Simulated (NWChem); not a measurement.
System: C$_{3}$H$_{3}$Br; SMILES C=C=CBr

Input file for NWChem:

```
start job
memory heap 200 mb stack 900 mb global 1100 mb
geometry units angstroms noautosym nocenter noautoz
  C      0.451342     2.850959     0.000000
  C     -0.174912     1.703217     0.000000
  C     -0.807952     0.561859     0.000000
  Br     0.083188    -1.105520     0.000000
  H      0.722803     3.349691    -0.937085
  H      0.722803     3.349691     0.937085
  H     -1.897651     0.478715     0.000000
end
basis spherical
  * library def2-svp
end
dft
  xc pbe0
  iterations 150
end
cosmo
  do_cosmo_smd true
  solvent hexane
end
task dft energy
```

All runs use the structure optimised with PBE0/def2-SVP. Solvent: n-hexane.

Level: PBE0/def2-SVP with SMD (1 M gas to 1 M solution), gas-phase geometry.

Question: Predict the main results of this run. (PBE0/def2-SVP, SMD on the gas-phase geometry.) Quantities: solvation free energy (kcal/mol); cavity-dispersion-structure term (kcal/mol); dipole in solution (D).

Answer: 
| Property | Value |
|---|---|
| solvation free energy (kcal/mol) | -3.7 |
| cavity-dispersion-structure term (kcal/mol) | -2.5 |
| dipole in solution (D) | 1.80 |
